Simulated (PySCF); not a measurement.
AlH4O2Si, FH4OSi2, ClH2O2Si, BClH2OSi and others (calculated)

Computed with PySCF 2.14.0. Calculation on a computer-drawn molecule: the log of a Hartree-Fock and frozen-core CCSD(T) single point meant for a local Hartree-Fock minimum, with one planted fault or none, to be diagnosed. Offsets are logged minus clean, where the clean run is the same molecule without the fault. The reference is restricted for singlets and unrestricted otherwise, and also for a bond in bohr or an excited solution. Adding or removing an electron swaps singlet and doublet. The excited solution moves the top pair (singlet) or top alpha electron (doublet) to the lowest empty orbital. Highest occupied and lowest empty are orbital energies over both spins, largest force is the largest gradient component, triples share is (T) over the correlation energy, the T1 limit is 0.02 restricted and 0.045 unrestricted, electrons count all cores, a negative frequency is imaginary (commonest isotopes), and the dipole is about the centre of nuclear charge.

Common to all runs: meant basis cc-pV(D+d)Z; logged SCF converged yes; logged CC converged yes; logged SCF stable within its kind yes; possible faults no fault, one electron removed, one electron added, multiplicity raised by two, geometry at a saddle point, SCF held on an excited solution, minimal basis STO-3G, one bond length entered in bohr, all coordinates scaled.

(1) 
```xyz
8
formula=AlH4O2Si meant_charge=0 meant_multiplicity=2 logged_electrons=47 logged_basis_functions=94 logged_spin_squared=3.7662 logged_highest_occupied=-5.3925 logged_lowest_empty=-3.3987 logged_largest_force=0.048662 logged_T1_diagnostic=0.053039 logged_D1_diagnostic=0.33789 logged_triples_share=0.026721 logged_dipole_magnitude=3.7411 logged_energy_HF=-682.80153 logged_energy_CCSD(T)=-683.36266 planted_fault=multiplicity_raised_by_two HF_energy_offset_from_clean_run=135.1 CCSD(T)_energy_offset_from_clean_run=132.2
O     -1.3412     1.1251     1.9121
Si    -0.7206    -0.3671     1.5867
O     -1.8587    -1.3151     0.8995
Al    -2.9498    -2.4931     0.3801
H     -1.9118     1.5278     1.2724
H      0.4212    -0.2580     0.6385
H     -4.1135    -2.0463    -0.5793
H     -2.7573    -3.9748     0.8705
```

Units: logged_highest_occupied, logged_lowest_empty in eV; logged_largest_force in hartree/bohr; logged_dipole_magnitude in debye; logged_energy_HF, logged_energy_CCSD(T) in hartree; HF_energy_offset_from_clean_run, CCSD(T)_energy_offset_from_clean_run in kcal/mol.

Drawn bonds:
```tsv
atom	other atom	order
1	2	1
2	3	1
3	4	1
1	5	1
2	6	1
4	7	1
4	8	1
```

Notes: T1 above single-reference limit.

(2) 
```xyz
8
formula=FH4OSi2 meant_charge=0 meant_multiplicity=2 logged_electrons=49 logged_basis_functions=94 logged_spin_squared=1.4291 logged_highest_occupied=-8.9027 logged_lowest_empty=1.1215 logged_largest_force=0.0094825 logged_T1_diagnostic=0.035626 logged_D1_diagnostic=0.16455 logged_triples_share=0.025237 logged_dipole_magnitude=2.6705 logged_energy_HF=-754.46044 logged_energy_CCSD(T)=-755.05372 planted_fault=one_bond_length_entered_in_bohr,row_6_of_the_drawn_bonds HF_energy_offset_from_clean_run=65.41 CCSD(T)_energy_offset_from_clean_run=70.08
O     -1.8861     0.1136    -0.5830
Si    -0.2608    -0.1442    -0.8092
Si     0.5678    -0.9467     1.2440
F      2.1362    -1.3052     1.0199
H     -2.3850     0.5516    -1.2568
H      0.4159     1.1028    -1.2586
H      0.4394     0.9094     3.3243
H     -0.1233    -2.1864     1.6463
```

Units: logged_highest_occupied, logged_lowest_empty in eV; logged_largest_force in hartree/bohr; logged_dipole_magnitude in debye; logged_energy_HF, logged_energy_CCSD(T) in hartree; HF_energy_offset_from_clean_run, CCSD(T)_energy_offset_from_clean_run in kcal/mol.

Drawn bonds:
```tsv
atom	other atom	order
1	2	1
2	3	1
3	4	1
1	5	1
2	6	1
3	7	1
3	8	1
```

(3) 
```xyz
8
formula=FH4OSi2 meant_charge=0 meant_multiplicity=2 logged_electrons=50 logged_basis_functions=94 logged_spin_squared=0 logged_highest_occupied=-0.40767 logged_lowest_empty=8.7249 logged_largest_force=0.075965 logged_T1_diagnostic=0.014269 logged_D1_diagnostic=0.043474 logged_triples_share=0.021094 logged_dipole_magnitude=2.1258 logged_energy_HF=-754.54853 logged_energy_CCSD(T)=-755.17847 planted_fault=one_electron_added HF_energy_offset_from_clean_run=14.54 CCSD(T)_energy_offset_from_clean_run=-2.397
O     -0.7431     0.6983     0.6805
Si    -0.2719     0.8875     2.2440
F     -1.6075     1.1397     3.1382
Si     0.7745    -1.1261     2.9309
H     -1.3092     1.3366     0.2701
H      1.1742    -0.9875     4.3500
H      1.9848    -1.3283     2.1020
H     -0.1326    -2.2878     2.7826
```

Units: logged_highest_occupied, logged_lowest_empty in eV; logged_largest_force in hartree/bohr; logged_dipole_magnitude in debye; logged_energy_HF, logged_energy_CCSD(T) in hartree; HF_energy_offset_from_clean_run, CCSD(T)_energy_offset_from_clean_run in kcal/mol.

Drawn bonds:
```tsv
atom	other atom	order
1	2	1
2	3	1
2	4	1
1	5	1
4	6	1
4	7	1
4	8	1
```

(4) 
```xyz
8
formula=FH4OSi2 meant_charge=0 meant_multiplicity=2 logged_electrons=49 logged_basis_functions=94 logged_spin_squared=0.7592 logged_highest_occupied=-8.7524 logged_lowest_empty=1.5087 logged_largest_force=3.642e-05 logged_lowest_frequency=92.941 logged_T1_diagnostic=0.015837 logged_D1_diagnostic=0.061769 logged_triples_share=0.020961 logged_dipole_magnitude=1.3322 logged_energy_HF=-754.5717 logged_energy_CCSD(T)=-755.17465 planted_fault=no_fault HF_energy_offset_from_clean_run=0 CCSD(T)_energy_offset_from_clean_run=0
O     -0.7431     0.6983     0.6805
Si    -0.2719     0.8875     2.2440
F     -1.6075     1.1397     3.1382
Si     0.7745    -1.1261     2.9309
H     -1.3092     1.3366     0.2701
H      1.1742    -0.9875     4.3500
H      1.9848    -1.3283     2.1020
H     -0.1326    -2.2878     2.7826
```

Units: logged_highest_occupied, logged_lowest_empty in eV; logged_largest_force in hartree/bohr; logged_lowest_frequency in cm⁻¹; logged_dipole_magnitude in debye; logged_energy_HF, logged_energy_CCSD(T) in hartree; HF_energy_offset_from_clean_run, CCSD(T)_energy_offset_from_clean_run in kcal/mol.

Drawn bonds:
```tsv
atom	other atom	order
1	2	1
2	3	1
2	4	1
1	5	1
4	6	1
4	7	1
4	8	1
```

(5) 
```xyz
6
formula=ClH2O2Si meant_charge=0 meant_multiplicity=2 logged_electrons=49 logged_basis_functions=84 logged_spin_squared=3.7597 logged_highest_occupied=-3.616 logged_lowest_empty=-1.3672 logged_largest_force=0.15683 logged_T1_diagnostic=0.033003 logged_D1_diagnostic=0.15963 logged_triples_share=0.025118 logged_dipole_magnitude=4.139 logged_energy_HF=-899.14734 logged_energy_CCSD(T)=-899.74598 planted_fault=multiplicity_raised_by_two HF_energy_offset_from_clean_run=187.8 CCSD(T)_energy_offset_from_clean_run=203.3
O     -0.9488    -1.2978     0.4390
Si    -1.3446    -1.3149    -1.1470
O     -0.6412    -2.5535    -1.9560
Cl    -0.6320     0.3936    -2.0686
H     -0.0905    -1.0010     0.7108
H     -0.7902    -3.4353    -1.6447
```

Units: logged_highest_occupied, logged_lowest_empty in eV; logged_largest_force in hartree/bohr; logged_dipole_magnitude in debye; logged_energy_HF, logged_energy_CCSD(T) in hartree; HF_energy_offset_from_clean_run, CCSD(T)_energy_offset_from_clean_run in kcal/mol.

Drawn bonds:
```tsv
atom	other atom	order
1	2	1
2	3	1
2	4	1
1	5	1
3	6	1
```

(6) 
```xyz
6
formula=ClH2O2Si meant_charge=0 meant_multiplicity=2 logged_electrons=49 logged_basis_functions=84 logged_spin_squared=0.7525 logged_highest_occupied=-9.2527 logged_lowest_empty=2.192 logged_largest_force=0.05757 logged_T1_diagnostic=0.011901 logged_D1_diagnostic=0.046171 logged_triples_share=0.020629 logged_dipole_magnitude=2.187 logged_energy_HF=-899.42868 logged_energy_CCSD(T)=-900.04403 planted_fault=all_coordinates_scaled,by_-4.7_% HF_energy_offset_from_clean_run=11.21 CCSD(T)_energy_offset_from_clean_run=16.27
O     -0.9042    -1.2368     0.4183
Si    -1.2814    -1.2531    -1.0931
O     -0.6111    -2.4335    -1.8640
Cl    -0.6023     0.3751    -1.9713
H     -0.0862    -0.9539     0.6774
H     -0.7531    -3.2738    -1.5674
```

Units: logged_highest_occupied, logged_lowest_empty in eV; logged_largest_force in hartree/bohr; logged_dipole_magnitude in debye; logged_energy_HF, logged_energy_CCSD(T) in hartree; HF_energy_offset_from_clean_run, CCSD(T)_energy_offset_from_clean_run in kcal/mol.

Drawn bonds:
```tsv
atom	other atom	order
1	2	1
2	3	1
2	4	1
1	5	1
3	6	1
```

(7) 
```xyz
6
formula=ClH2O2Si meant_charge=0 meant_multiplicity=2 logged_electrons=49 logged_basis_functions=84 logged_spin_squared=0.7533 logged_highest_occupied=-9.7661 logged_lowest_empty=1.5951 logged_largest_force=2.285e-05 logged_lowest_frequency=142.92 logged_T1_diagnostic=0.013325 logged_D1_diagnostic=0.053485 logged_triples_share=0.021931 logged_dipole_magnitude=2.3261 logged_energy_HF=-899.44655 logged_energy_CCSD(T)=-900.06996 planted_fault=no_fault HF_energy_offset_from_clean_run=0 CCSD(T)_energy_offset_from_clean_run=0
O     -0.9488    -1.2978     0.4390
Si    -1.3446    -1.3149    -1.1470
O     -0.6412    -2.5535    -1.9560
Cl    -0.6320     0.3936    -2.0686
H     -0.0905    -1.0010     0.7108
H     -0.7902    -3.4353    -1.6447
```

Units: logged_highest_occupied, logged_lowest_empty in eV; logged_largest_force in hartree/bohr; logged_lowest_frequency in cm⁻¹; logged_dipole_magnitude in debye; logged_energy_HF, logged_energy_CCSD(T) in hartree; HF_energy_offset_from_clean_run, CCSD(T)_energy_offset_from_clean_run in kcal/mol.

Drawn bonds:
```tsv
atom	other atom	order
1	2	1
2	3	1
2	4	1
1	5	1
3	6	1
```

(8) 
```xyz
6
formula=BClH2OSi meant_charge=0 meant_multiplicity=1 logged_electrons=45 logged_basis_functions=84 logged_spin_squared=0.7829 logged_highest_occupied=-16.549 logged_lowest_empty=-6.5817 logged_largest_force=0.056466 logged_T1_diagnostic=0.027535 logged_D1_diagnostic=0.10892 logged_triples_share=0.031627 logged_dipole_magnitude=3.9926 logged_energy_HF=-848.8912 logged_energy_CCSD(T)=-849.41028 planted_fault=one_electron_removed HF_energy_offset_from_clean_run=173.8 CCSD(T)_energy_offset_from_clean_run=187.1
O     -1.0462     0.8587    -0.9687
Si    -0.6447     0.2713     0.5291
B      1.2637     1.0839     0.7771
Cl     2.6447     0.1355     0.1798
H     -0.4695     1.4002    -1.4872
H      1.5597     2.1003     1.3390
```

Units: logged_highest_occupied, logged_lowest_empty in eV; logged_largest_force in hartree/bohr; logged_dipole_magnitude in debye; logged_energy_HF, logged_energy_CCSD(T) in hartree; HF_energy_offset_from_clean_run, CCSD(T)_energy_offset_from_clean_run in kcal/mol.

Drawn bonds:
```tsv
atom	other atom	order
1	2	1
2	3	1
3	4	1
1	5	1
3	6	1
```

(9) 
```xyz
9
formula=CH5AlBSi meant_charge=1 meant_multiplicity=1 logged_electrons=42 logged_basis_functions=99 logged_spin_squared=2.0426 logged_highest_occupied=-11.266 logged_lowest_empty=-6.4394 logged_largest_force=0.037178 logged_T1_diagnostic=0.029538 logged_D1_diagnostic=0.11695 logged_triples_share=0.03998 logged_dipole_magnitude=2.71 logged_energy_HF=-595.90866 logged_energy_CCSD(T)=-596.31964 planted_fault=multiplicity_raised_by_two HF_energy_offset_from_clean_run=67.23 CCSD(T)_energy_offset_from_clean_run=71.23
Al    -1.7091    -0.3579    -2.3555
B      0.0066     0.2956    -1.1951
C      0.9935    -0.7054    -0.7177
Si     2.3345    -0.0972     0.2038
H     -2.9344    -0.8495    -3.1879
H      0.0532     1.4754    -1.0032
H      0.9300    -1.7716    -0.9048
H      2.4660     1.3341     0.4834
H      3.3989    -0.9444     0.7519
```

Units: logged_highest_occupied, logged_lowest_empty in eV; logged_largest_force in hartree/bohr; logged_dipole_magnitude in debye; logged_energy_HF, logged_energy_CCSD(T) in hartree; HF_energy_offset_from_clean_run, CCSD(T)_energy_offset_from_clean_run in kcal/mol.

Drawn bonds:
```tsv
atom	other atom	order
1	2	1
2	3	1
3	4	2
1	5	1
2	6	1
3	7	1
4	8	1
4	9	1
```

(10) 
```xyz
8
formula=CH4Al2B meant_charge=1 meant_multiplicity=1 logged_electrons=40 logged_basis_functions=32 logged_spin_squared=0 logged_highest_occupied=-11.65 logged_lowest_empty=1.5978 logged_largest_force=0.038393 logged_T1_diagnostic=0.016465 logged_D1_diagnostic=0.05183 logged_triples_share=0.026904 logged_dipole_magnitude=5.776 logged_energy_HF=-541.90815 logged_energy_CCSD(T)=-542.11187 planted_fault=minimal_basis_STO-3G HF_energy_offset_from_clean_run=4085 CCSD(T)_energy_offset_from_clean_run=4186
Al     1.6481     0.5335     1.0059
C      0.4665    -0.8528     1.2155
B     -0.9137    -0.7594     0.9383
Al    -3.0389    -0.5789     0.4979
H      2.6442     1.7000     0.8300
H      0.8694    -1.8024     1.5781
H     -3.4714     0.8363    -0.0126
H     -3.8946    -1.8632     0.7346
```

Units: logged_highest_occupied, logged_lowest_empty in eV; logged_largest_force in hartree/bohr; logged_dipole_magnitude in debye; logged_energy_HF, logged_energy_CCSD(T) in hartree; HF_energy_offset_from_clean_run, CCSD(T)_energy_offset_from_clean_run in kcal/mol.

Drawn bonds:
```tsv
atom	other atom	order
1	2	1
2	3	2
3	4	1
1	5	1
2	6	1
4	7	1
4	8	1
```
